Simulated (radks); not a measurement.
Results of a calculation; reference values are marked as such.
Q: Coherent X-ray form factor from a spherical all-electron density. Code: a radial shooting solver on a logarithmic mesh with Libxc functionals. Model: scalar-relativistic Kohn-Sham, PBEsol, spin-polarised, spherical densities, finite nucleus; Fermi nuclear charge, rms radius of each element as measured or else 0.836 A^(1/3) + 0.57 fm.

| sin(theta)/lambda (1/angstrom) | f0 (electrons) |
|---|---|
| 0.05 | 59.794 |
| 0.1 | 59.184 |
| 0.15 | 58.193 |
| 0.2 | 56.859 |
| 0.25 | 55.228 |
| 0.3 | 53.355 |
| 0.4 | 49.111 |
| 0.5 | 44.566 |
| 0.6 | 40.076 |
| 0.8 | 32.124 |
| 1 | 26.053 |
| 1.25 | 20.913 |
| 1.5 | 17.712 |
| 2 | 14.006 |

The species is in the configuration that NIST lists as its ground one. Which atom or ion scatters so?

A: The rhenium ion Re15+, [Kr] 4d10 4f12 5s2. Extrapolating in s^2 from the first two rows gives f0(0) = 60.0, near the electron count 60; among species with that count, the fall with angle is slower the higher Z, and the table is that of Z = 75; from so few rows the species is fixed only to a neighbour or two.
